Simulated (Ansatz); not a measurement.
All numbers were calculated with Ansatz.

A structure relaxed at PBE0-D4/def2-TZVP, charge 0, multiplicity 1:

```xyz
11

B    -0.374   -0.400   -2.091
Si   -1.020   -0.078   -0.219
C     0.404    0.268    0.993
N     0.577    1.434    1.451
O     1.172   -0.825    1.233
H    -1.151   -0.379   -3.000
H     0.767   -0.653   -2.339
H    -1.696   -1.340    0.209
H    -1.980    1.048   -0.115
H     1.394    1.511    2.063
H     1.906   -0.585    1.816
```

**Question.** Give its formula and SMILES.

**Answer.** CH6BNOSi, `B[SiH2]C(=N)O`.

**Question.** Summarise the bond lengths by kind.

**Answer.** 1 × B–Si 2.007 Å; 2 × B–H 1.195 to 1.196 Å; 1 × C–Si 1.902 Å; 2 × H–Si 1.483 to 1.494 Å; 1 × C–N 1.264 Å; 1 × C–O 1.357 Å; 1 × H–N 1.024 Å; 1 × H–O 0.967 Å.
